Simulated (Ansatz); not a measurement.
F4MoO (`[O]=[Mo]([F])([F])([F])[F]`). The species carries charge 0 and has multiplicity 1. Correlated methods include outer-core shells of Mo, which these sets cover unevenly. Mo: def2 effective core potential.

Cartesian coordinates in Å:
```
O 1.592 0.196 0.757
Mo 0.095 0.012 0.045
F -0.761 -0.277 1.610
F 0.600 -1.400 -0.964
F 0.089 1.666 -0.682
F -1.615 -0.197 -0.766
```

(1) Give the diagnostics of a CCSD(T)/def2-TZVPP run (frozen core, the Gaussian-basis code of Ansatz). (Estimate.)

## Answers

(1) The calculation gave: T1 = 0.0234, largest single amplitude 0.059, largest double 0.055, (T) share of the correlation energy 4.9 %, 13 CCSD cycles. The RHF solution is unstable towards an unrestricted one. T1 lies over the customary mark of 0.02 for closed shells; compounds of d metals often pass it without a breakdown.
